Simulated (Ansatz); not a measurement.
Compare A (`C[Si](F)(S)Cl`) with its isomer B (`FC[SiH](S)Cl`).

Gas-phase electronic energies from Ansatz, PBE0-D4/def2-TZVP geometries. CCSD(T)/CBS adds triple-zeta CCSD(T) − MP2 to the extrapolated MP2 energy (def2 sets, frozen cores). DFT in def2-TZVPP. B3LYP here is the variant with VWN-RPA as its local correlation; programs differ in this. One conformer a species, not always the lowest.

(1) Which is lower in electronic energy at CCSD(T)/CBS, and by how much? (Estimate.)

(2) Give E(B) − E(A) in kJ/mol with PBE-D4, B2PLYP, r2SCAN-D4, HF/def2-TZVPP, ωB97M-V, B3LYP, PBE0-D4. (Estimate.)

Largest T1 diagnostic: 0.011.

Results:

(1) The calculation gave: A, by 272.9 kJ/mol.

(2) Computed: PBE-D4 254.0, B2PLYP 268.7, r2SCAN-D4 270.3, HF/def2-TZVPP 267.3, ωB97M-V 268.2, B3LYP 260.2, PBE0-D4 261.5. None reverses the order clearly.

From PBE to PBE0 (25 % exact exchange), in def2-TZVPP and without D4, E(B) − E(A) moves by +7.7 kJ/mol.
